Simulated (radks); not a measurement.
The numbers below are computed, except where a source is named.
Ionisation of neutral helium, [He], to He+, 1s1, under several functionals. Scalar-relativistic Kohn-Sham, spin-polarised, spherical densities, point nucleus; open shells are filled with parallel spins first; a radial shooting solver on a logarithmic mesh with Libxc functionals.

LDA (Slater exchange, Perdew-Zunger correlation): E(He) (hartree) -2.83442; Exc (hartree) -0.97249; IE (eV) 24.284; -e(HOMO) (eV) 15.517; <r> HOMO (bohr) 0.9595; IE error (eV) -0.303
AM05: E(He) (hartree) -2.85269; Exc (hartree) -0.99619; IE (eV) 24.351; -e(HOMO) (eV) 15.432; <r> HOMO (bohr) 0.9539; IE error (eV) -0.236
B86b exchange with PBE correlation: E(He) (hartree) -2.90296; Exc (hartree) -1.05798; IE (eV) 24.577; -e(HOMO) (eV) 15.843; <r> HOMO (bohr) 0.9438; IE error (eV) -0.010
LDA (Slater exchange, VWN5 correlation): E(He) (hartree) -2.83497; Exc (hartree) -0.97337; IE (eV) 24.304; -e(HOMO) (eV) 15.523; <r> HOMO (bohr) 0.9592; IE error (eV) -0.283
PW91: E(He) (hartree) -2.90014; Exc (hartree) -1.05452; IE (eV) 24.579; -e(HOMO) (eV) 15.872; <r> HOMO (bohr) 0.9450; IE error (eV) -0.009

NIST Atomic Spectra Database: 24.587 eV (measured). Closest: PW91. The Delta-SCF values span 0.29 eV, the total energies 0.07 hartree. The highest occupied level is 1s.
